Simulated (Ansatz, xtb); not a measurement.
Ranking isomers of CH8OSSi3

4 gas-phase structures of CH8OSSi3, from a drawn sample of its isomers (lower ones may exist). Each was relaxed with GFN2-xTB; where two conformers were screened, the lower at r2SCAN-D4/def2-SVP is listed:

A. `O=C[Si]([SiH3])([SiH3])S`, a singlet
B. `O=C[Si@@H]([SiH3])[SiH2]S`, a singlet
C. `O=C[SiH2][Si@@H]([SiH3])S`, a singlet
D. `O=C[Si@@H](S)[SiH2][SiH3]`, a singlet

Task: Estimate their order in r2SCAN-D4/def2-SVP energy at these geometries, lowest first.

Result: Calculated order at r2SCAN-D4/def2-SVP: B (0.0), A (1.7), D (3.5), C (4.4) kcal/mol. Less than 1 kcal/mol parts D and C, so the order within that pair means little.

Energies above the lowest of each column, in kcal/mol; the last columns are at PBE0-D3(BJ)/def2-SVP geometries:

```json
{"structure": "B", "GFN2-xTB": "0.2", "HF/STO-3G": "0.0", "r2SCAN-D4/def2-SVP": "0.0", "PBE0-D3(BJ)/def2-SVP": "0.0", "CCSD(T)/def2-SVP + ΔMP2/def2-TZVPP": "0.5"}
{"structure": "A", "GFN2-xTB": "1.6", "HF/STO-3G": "1.5", "r2SCAN-D4/def2-SVP": "1.7", "PBE0-D3(BJ)/def2-SVP": "2.8", "CCSD(T)/def2-SVP + ΔMP2/def2-TZVPP": "1.2"}
{"structure": "D", "GFN2-xTB": "1.8", "HF/STO-3G": "3.3", "r2SCAN-D4/def2-SVP": "3.5", "PBE0-D3(BJ)/def2-SVP": "1.2", "CCSD(T)/def2-SVP + ΔMP2/def2-TZVPP": "0.0"}
{"structure": "C", "GFN2-xTB": "0.0", "HF/STO-3G": "5.1", "r2SCAN-D4/def2-SVP": "4.4", "PBE0-D3(BJ)/def2-SVP": "3.2", "CCSD(T)/def2-SVP + ΔMP2/def2-TZVPP": "2.0"}
```

CCSD(T)/def2-SVP + ΔMP2/def2-TZVPP puts D lowest, with B within 1 kcal/mol; GFN2-xTB picks C. CCSD(T)/def2-SVP + ΔMP2/def2-TZVPP orders those it was run on as D (0.0), B (0.5), A (1.2), C (2.0) kcal/mol. Less than 1 kcal/mol parts D and B; B and A; A and C, so the order within those pairs means little. Flexible structures stand in one conformer each, not always the lowest. ΔMP2 is the change of the MP2 energy from the smaller to the larger basis.

Over these structures GFN2-xTB departs from r2SCAN-D4/def2-SVP by 1.5 kcal/mol on average once a common shift is removed. A GFN2-xTB relaxation took about 0.27 s and the r2SCAN-D4/def2-SVP energy about 1.7 s on a shared host (Ansatz 0.2.0, xtb 6.7.1).
